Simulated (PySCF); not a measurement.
**Electronic structure of P⁺ (phosphorus, charge +1) at the UHF level**

Configuration: [Ne] 3s2 3p2, high-spin 3P determinant. Computed with PySCF 2.14 in cc-pV(T+d)Z (5s4p3d1f, 39 functions), with the non-relativistic Hamiltonian (point nucleus).

```
Total energy                                                  : -340.352037 hartree
One-electron energy                                           : -465.7753 hartree
Hartree (Coulomb) energy                                      : 147.7889 hartree
Exchange energy                                               : -22.3656 hartree
Kinetic energy                                                : 340.32057 hartree
⟨S²⟩                                                          : 2.0132
⟨L²⟩                                                          : 2.039
Sum of ⟨r⟩                                                    : 12.10 bohr
Sum of ⟨r²⟩                                                   : 20.96 bohr²
Traceless quadrupole moment −½Σ⟨3z² − r²⟩ along its main axis : 2.14 e·bohr²
Density at the nucleus (Gaussians lack the cusp)              : 2150 bohr⁻³
Spin density at the nucleus                                   : 0.0761 bohr⁻³
Langevin diamagnetic susceptibility                           : -16.6 ×10⁻⁶ cm³/mol
Time after the integrals                                      : 0.18 s of wall time on 1 thread of Neoverse-N1 (shared host)
```

| shell | electrons | mean orbital energy (hartree) | spread (hartree) | rms radius, mean of both spins (bohr) |
| --- | --- | --- | --- | --- |
| 1s α | 1 | -80.39023 | 0 | 0.120 |
| 1s β | 1 | -80.37405 | 0 | 0.120 |
| 2s α | 1 | -7.92342 | 0 | 0.562 |
| 2s β | 1 | -7.90561 | 0 | 0.562 |
| 2p α | 3 | -5.81807 | 0.01588 | 0.540 |
| 2p β | 3 | -5.78600 | 0.02021 | 0.540 |
| 3s α | 1 | -1.13830 | 0 | 1.99 |
| 3s β | 1 | -0.93470 | 0 | 1.99 |
| 3p α | 2 | -0.72514 | 0 | 2.31 |
